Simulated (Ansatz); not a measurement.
Calculated with Ansatz (gas phase, PBE0-D4/def2-TZVP geometries, no zero-point term in ΔE). CCSD(T)/CBS adds triple-zeta CCSD(T) − MP2 to the extrapolated MP2 energy (def2 sets, frozen cores). Functionals use def2-TZVPP. B3LYP here is the variant with VWN-RPA as its local correlation; programs differ in this. HSE06 is defined as in plane-wave codes. Each species was taken in one conformer, which may not be the lowest.

`OBB[SiH3]` + `[SiH3]SS` → `[SiH3]BS[SiH3]` + `OBS`  (redistribution)

```csv
level,ΔE (kJ/mol),difference from CCSD(T)/CBS
LDA (SPW92),-234.3,-3.5
PBE-D4,-224.2,6.6
revPBE-D4,-222.9,7.9
BLYP-D4,-218.9,11.9
r2SCAN-D4,-233.3,-2.5
B97M-V,-226.7,4.1
PBE0-D4,-227.4,3.4
B3LYP-D4,-222.2,8.6
r2SCANh-D4,-233.8,-3.0
r2SCAN0-D4,-234.4,-3.6
HSE06-D4,-227.3,3.5
BHLYP-D4,-225.0,5.8
CAM-B3LYP-D4,-225.2,5.6
ωB97X-V,-224.6,6.2
ωB97M-V,-227.2,3.6
PBE-QIDH,-237.7,-6.9
PBE,-223.2,7.6
BLYP,-216.4,14.4
PBE0,-226.5,4.3
B3LYP,-220.5,10.3
r2SCAN0,-234.0,-3.2
HSE06,-226.5,4.3
BHLYP,-223.9,6.9
LC-ωPBE,-227.0,3.8
RPA@PBE/def2-TZVPP,-232.3,-1.5
HF/def2-SVP,-243.0,-12.2
MP2/def2-SVP,-276.1,-45.3
CCSD/def2-SVP,-259.7,-28.9
CCSD(T)/def2-SVP,-264.4,-33.6
HF/def2-TZVPP,-221.4,9.4
MP2/def2-TZVPP,-247.6,-16.8
SCS-MP2/def2-TZVPP,-238.1,-7.3
CCSD/def2-TZVPP,-232.8,-2.0
CCSD(T)/def2-TZVPP,-237.2,-6.4
HF/def2-QZVPP,-219.8,11.0
MP2/def2-QZVPP,-243.4,-12.6
SCS-MP2/def2-QZVPP,-234.4,-3.6
HF/CBS(def2),-219.6,11.2
MP2/CBS(def2),-241.2,-10.4
CCSD/CBS(def2),-226.4,4.4
CCSD(T)/CBS,-230.8,0
```

Largest T1 diagnostic among the species: 0.015.

Leaving LDA and LC-ωPBE aside and taking each functional with its dispersion term where it has one, the values spread over 18.8 kJ/mol, from PBE-QIDH to BLYP-D4. LDA lies −11.1 kJ/mol from PBE without D4. From BLYP to BHLYP (50 % exact exchange), in def2-TZVPP and without D4, ΔE moves by −7.5 kJ/mol. In def2-TZVPP, CCSD(T) changes the Hartree–Fock value by −15.8 kJ/mol (the triples alone add −4.4 kJ/mol) and MP2 by −26.2 kJ/mol.
